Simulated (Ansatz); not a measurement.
Molecule: ZrH$_{3}$, net charge 1, singlet state. The spin state was set by rule; other spins were not relaxed. 
Geometry from a B3LYP-D3(BJ)/def2-TZVP (Ansatz, a program for electronic structure) optimisation:
```
Zr
H 1 1.7929
H 1 1.7929 2 103.41
H 1 1.7929 2 103.41 3 -107.57
```
Charge +1, spin multiplicity 1.

Parts of the frozen-core correlation energy in def2-SVP (Ansatz, hartree). Frozen orbitals: 4; correlated occupied orbitals by spin: 3 and 3; virtual: 39 and 39. Spin-orbit coupling is left out. In def2 rows, elements after Kr have scalar-relativistic effective core potentials.

```json
[
 {"term": "reference (HF)", "value": "-47.91415"},
 {"term": "MP2 opposite-spin", "value": "-0.07944"},
 {"term": "MP2 same-spin", "value": "-0.00607"},
 {"term": "CCSD correlation", "value": "-0.11075"},
 {"term": "(T)", "value": "-0.00190"},
 {"term": "CCSDT minus CCSD(T)", "value": "-0.00050"},
 {"term": "CCSDT(Q) minus CCSD(T)", "value": "-0.00053"},
 {"term": "T1 diagnostic", "value": "0.025"},
 {"term": "largest doubles amplitude", "value": "0.030"}
]
```
